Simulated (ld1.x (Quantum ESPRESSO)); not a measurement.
## I: one change to a TM potential, before and after

- Element: iodine (I)
- Generator: ld1.x (Quantum ESPRESSO) 7.5
- Type: norm-conserving Troullier–Martins (Kleinman–Bylander form)
- Functional: PBEsol
- Relativity: non-relativistic
- Frozen core: [Kr] 4d10
- Valence charge: 7
- Reference configuration: 5s2 5p5
- Partial waves: 5s (bound): rc 1.40 bohr; 5p (bound): rc 2.10 bohr
- Local potential: the p channel
- Core correction: a·sin(br)/r model core inside 1.00 bohr

Change: all radii but the core radius scaled by about 1.19 (s 1.68, p 2.50 bohr).

Cutoffs: the cutoffs (Ry, on a coarse ladder) from which the occupation-weighted sum of valence levels, in a spherical-Bessel basis at the reference potential, stays within 10 and 1 mRy of its value at 400 Ry; they do not see the model core or the augmentation charge, which bear on the density cutoff. Errors are all-electron minus pseudo energies relative to the spin-unpolarised reference configuration.

Task: What does the change do?

Result: The potential gets softer (55 Ry and 180 Ry → 30 Ry and 55 Ry); a bound ghost appears in s, which as a rule spoils a file; the number of tests that count goes from 7 to 5; of the 5 tests that both files solve, the error grows in 4 and shrinks in 1 by more than 15 % and 0.3 meV (median size 7.5 → 12.2 meV). A larger radius leaves more room for a smooth pseudo-wave, so fewer plane waves are needed.

```tsv
quantity	base	changed
cutoff, loose	55 Ry	30 Ry
cutoff, tight	180 Ry	55 Ry
loose cutoff by channel (10 mRy a level)	s 40 Ry, p 12 Ry	s 30 Ry, p 10 Ry
bound ghosts	none	s
tests counted (converged, no solver errors)	7 of 7	5 of 7
error for 5s2 5p4, meV [ΔE 11.19 eV]	+1.8	-12
error for 5s2 5p3, meV [ΔE 31.04 eV]	+7.5	-78
error for 5s1 5p6, meV [ΔE 8.96 eV]	-17	-5.4
error for 5s2 5p4.5, meV [ΔE 4.56 eV]	+0.4	-2.2
error for 5s1 5p5, meV [ΔE 20.63 eV]	-14	-17
```

Changed file: Tests not counted: 5s2 5p2 (solver errors, printed error -21.7 eV); 5s2 5p1 (solver errors, printed error -24.4 eV). A true bound ghost makes a file unfit for plane-wave use even where its test errors are small: the radial tests pick states by their node count and pass the ghost by. Where a test does run into it, the solver fails or the error is huge.
